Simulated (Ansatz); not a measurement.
Born–Oppenheimer molecular dynamics of BClFH$_{3}$O (7 atoms, charge 0, multiplicity 1). It starts at the highest image of a converged band, a first-order saddle point between two minima.

Method: RKS PBE0/def2-SVP in Ansatz 0.2.0.

| Quantity | Value |
| --- | --- |
| ensemble | NVE (velocity Verlet) |
| time step | 0.5 fs |
| steps asked | 200 |
| starting velocities drawn for | 100 K |
| seed | 8379 |

Frames 1 fs apart, positions in Å, forces in eV/Å.

Velocities at 20 fs (Å/ps):

```
B -1.23 7.72 -4.23
F -0.56 -3.14 2.81
Cl 0.79 -0.70 -0.18
H -8.30 -9.71 4.13
O 0.53 0.65 -2.03
H -1.30 5.79 4.01
H -2.55 -5.27 22.83
```

```xyz
7
Properties=species:S:1:pos:R:3:forces:R:3 time_fs=20 energy_less_start_eV=-0.045 T=169
B 0.123 0.394 0.014 0.24 0.42 -0.53
F -0.123 -0.358 1.552 -0.23 -0.86 0.68
Cl 1.591 -0.349 -0.689 0.07 0.02 0.01
H -0.926 0.152 -0.551 0.26 0.33 0.26
O 0.312 1.636 0.710 -0.40 0.08 -0.21
H 1.220 1.942 0.800 0.12 -0.14 -0.32
H 0.015 0.570 1.809 -0.05 0.15 0.11
7
Properties=species:S:1:pos:R:3:forces:R:3 time_fs=21 energy_less_start_eV=-0.050 T=178
B 0.122 0.401 0.010 0.25 0.30 -0.48
F -0.124 -0.361 1.556 -0.19 -0.58 0.80
Cl 1.592 -0.350 -0.689 0.01 0.06 0.01
H -0.933 0.144 -0.546 0.34 0.39 0.27
O 0.312 1.636 0.708 -0.39 0.16 -0.19
H 1.220 1.947 0.803 0.08 -0.17 -0.34
H 0.012 0.565 1.833 -0.10 -0.15 -0.07
7
Properties=species:S:1:pos:R:3:forces:R:3 time_fs=22 energy_less_start_eV=-0.057 T=188
B 0.121 0.410 0.005 0.31 0.21 -0.40
F -0.125 -0.365 1.559 -0.15 -0.35 0.92
Cl 1.593 -0.351 -0.689 -0.05 0.10 0.02
H -0.937 0.140 -0.538 0.33 0.42 0.23
O 0.312 1.637 0.705 -0.35 0.23 -0.19
H 1.220 1.950 0.802 0.03 -0.19 -0.35
H 0.009 0.559 1.855 -0.13 -0.41 -0.22
7
Properties=species:S:1:pos:R:3:forces:R:3 time_fs=23 energy_less_start_eV=-0.068 T=206
B 0.121 0.418 0.000 0.44 0.16 -0.29
F -0.126 -0.368 1.563 -0.14 -0.26 1.00
Cl 1.594 -0.351 -0.689 -0.10 0.13 0.02
H -0.938 0.140 -0.528 0.25 0.41 0.14
O 0.312 1.638 0.703 -0.32 0.29 -0.21
H 1.220 1.952 0.798 0.01 -0.20 -0.35
H 0.004 0.549 1.875 -0.14 -0.54 -0.31
7
Properties=species:S:1:pos:R:3:forces:R:3 time_fs=24 energy_less_start_eV=-0.086 T=233
B 0.120 0.426 -0.006 0.62 0.16 -0.18
F -0.126 -0.372 1.567 -0.16 -0.36 1.01
Cl 1.595 -0.352 -0.689 -0.16 0.17 0.02
H -0.936 0.143 -0.517 0.11 0.37 0.03
O 0.312 1.639 0.701 -0.30 0.32 -0.26
H 1.220 1.952 0.790 0.01 -0.19 -0.33
H -0.003 0.534 1.893 -0.12 -0.46 -0.29
7
Properties=species:S:1:pos:R:3:forces:R:3 time_fs=25 energy_less_start_eV=-0.106 T=264
B 0.121 0.435 -0.011 0.80 0.19 -0.08
F -0.127 -0.377 1.572 -0.20 -0.67 0.93
Cl 1.595 -0.353 -0.689 -0.21 0.20 0.03
H -0.933 0.150 -0.505 -0.07 0.30 -0.09
O 0.312 1.640 0.698 -0.30 0.33 -0.33
H 1.221 1.949 0.779 0.04 -0.17 -0.29
H -0.010 0.514 1.908 -0.08 -0.18 -0.17
7
Properties=species:S:1:pos:R:3:forces:R:3 time_fs=26 energy_less_start_eV=-0.123 T=291
B 0.122 0.444 -0.017 0.94 0.22 0.00
F -0.128 -0.381 1.577 -0.25 -1.11 0.79
Cl 1.596 -0.353 -0.690 -0.25 0.23 0.03
H -0.931 0.160 -0.494 -0.23 0.23 -0.20
O 0.311 1.642 0.695 -0.28 0.33 -0.39
H 1.222 1.946 0.766 0.09 -0.12 -0.25
H -0.018 0.493 1.921 -0.02 0.23 0.02
7
Properties=species:S:1:pos:R:3:forces:R:3 time_fs=27 energy_less_start_eV=-0.138 T=313
B 0.124 0.453 -0.023 0.99 0.21 0.04
F -0.130 -0.386 1.583 -0.30 -1.49 0.64
Cl 1.597 -0.354 -0.690 -0.29 0.26 0.03
H -0.931 0.173 -0.485 -0.32 0.16 -0.28
O 0.310 1.643 0.692 -0.21 0.34 -0.44
H 1.224 1.941 0.750 0.11 -0.08 -0.19
H -0.026 0.474 1.935 0.03 0.60 0.20
7
Properties=species:S:1:pos:R:3:forces:R:3 time_fs=28 energy_less_start_eV=-0.156 T=341
B 0.126 0.462 -0.029 0.90 0.14 0.04
F -0.131 -0.392 1.589 -0.30 -1.57 0.58
Cl 1.597 -0.354 -0.690 -0.32 0.29 0.03
H -0.934 0.186 -0.479 -0.32 0.11 -0.31
O 0.309 1.645 0.689 -0.09 0.39 -0.45
H 1.227 1.935 0.732 0.09 -0.05 -0.13
H -0.034 0.460 1.950 0.04 0.70 0.24
7
Properties=species:S:1:pos:R:3:forces:R:3 time_fs=29 energy_less_start_eV=-0.178 T=376
B 0.130 0.471 -0.034 0.68 0.01 0.00
F -0.132 -0.399 1.595 -0.26 -1.29 0.66
Cl 1.597 -0.354 -0.690 -0.34 0.32 0.03
H -0.940 0.201 -0.475 -0.21 0.08 -0.29
O 0.308 1.647 0.685 0.08 0.45 -0.44
H 1.230 1.929 0.713 0.03 -0.01 -0.07
H -0.042 0.453 1.968 0.02 0.44 0.12
7
Properties=species:S:1:pos:R:3:forces:R:3 time_fs=30 energy_less_start_eV=-0.197 T=405
B 0.134 0.481 -0.040 0.37 -0.16 -0.08
F -0.134 -0.406 1.602 -0.20 -0.78 0.83
Cl 1.598 -0.354 -0.690 -0.35 0.34 0.02
H -0.948 0.217 -0.475 -0.03 0.07 -0.25
O 0.308 1.650 0.681 0.28 0.53 -0.42
H 1.234 1.923 0.694 -0.04 0.02 0.00
H -0.049 0.450 1.987 -0.03 -0.02 -0.11
7
Properties=species:S:1:pos:R:3:forces:R:3 time_fs=31 energy_less_start_eV=-0.208 T=421
B 0.139 0.490 -0.046 0.03 -0.31 -0.17
F -0.136 -0.413 1.609 -0.16 -0.32 0.99
Cl 1.598 -0.355 -0.690 -0.36 0.36 0.02
H -0.956 0.233 -0.476 0.18 0.06 -0.19
O 0.307 1.653 0.677 0.47 0.59 -0.40
H 1.238 1.917 0.674 -0.10 0.06 0.07
H -0.057 0.447 2.004 -0.06 -0.44 -0.32
```

Of the whole run (100 fs, mean temperature of the second half 641 K): The conserved energy stayed within 0.035 meV per atom of its start (net change -0.0031 meV per atom), so the integration is sound. The kinetic energy rose, since the run started high on the potential surface and went downhill. It ends in pieces (BClH2O + FH), so much of that is their flight and rotation, not heat. A run of 0.1 ps of so small a system gives no equilibrium averages. The orbitals stay closed-shell, which can raise the energy where a bond breaks towards radicals; this wasn't checked here.

Time of the run: 8.4 min on 1 thread of Intel(R) Xeon(R) Platinum 8259CL CPU @ 2.50GHz (Skylake/Cascade Lake), with other jobs on the host, peak memory 0.18 GiB.
